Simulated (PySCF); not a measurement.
Structure from NMR data

Molecular formula: C₇H₁₁F₂N. Simulated spectra:

¹H NMR (400 MHz, computed): δ 7.98 (d, 1H), 4.40 (m, 1H), 4.37 (m, 1H), 3.68 (s, 3H), 2.65 (m, 1H), 1.23 (d, 3H), 1.21 (m, 1H).

¹³C{¹H} NMR (computed): δ 170.8 (CH), 74.6 (CH), 73.2 (CH), 50.8 (CH3), 36.3 (CH), 25.8 (CH), 19.0 (CH3).

PySCF calculation with structure optimised with GFN2-xTB and shielding tensors at PBE0/pcSseg-1 (GIAO); non-relativistic Hamiltonian, single conformer, in vacuum, equivalent nuclei averaged.

Scale: ¹H (σ = 31.72 ppm) and ¹³C (σ = 186.93 ppm) against TMS (reference shieldings calculated alike).

Task: What is the structure?

Result: 
The formula gives 2 degrees of unsaturation (1 ring in the answer). 7 carbon signals for 7 carbons: no two carbons are equivalent. Carbon types of the structure: 5 × CH, 2 × CH3, which accounts for all hydrogens. δC 170.8: C=N carbon. δC 74.6, 73.2, 25.8: three-membered-ring carbon. δC 50.8: methyl carbon bonded to N; deshielded by the electronegative neighbour. δC 36.3: sp3 CH; a saturated carbon with 3 carbon neighbours and no heteroatom attached. δC 19.0: methyl carbon; saturated and bonded to C and H only. δH 4.40, 4.37, 1.21: hydrogen on a three-membered-ring carbon. δH 3.68: hydrogen on a methyl carbon bonded to N; its carbon carries N, hence the downfield position.

The compound is SMILES C/N=C/[C@@H](C)[C@@H]1[C@H](F)[C@@H]1F.

This is the structure that produced the data.

Splittings by ¹⁹F in the carbon and heteronuclear signals aren't shown, as no couplings were computed. Shifts are as computed. Against solution values, carbons near 30 ppm lie about +3 ppm off and those near 130 ppm about +5 ppm. Of 1211 compounds with measured shifts, 218 miss one by over three times the rms of a fit or turn the order of signals round; such compounds aren't used in these exercises. No couplings were computed; multiplicities are counted from neighbouring protons, with m where these are inequivalent, close in shift, in a saturated or five-membered ring or joined by F or P, and br s for small geminal =CH2 splittings.
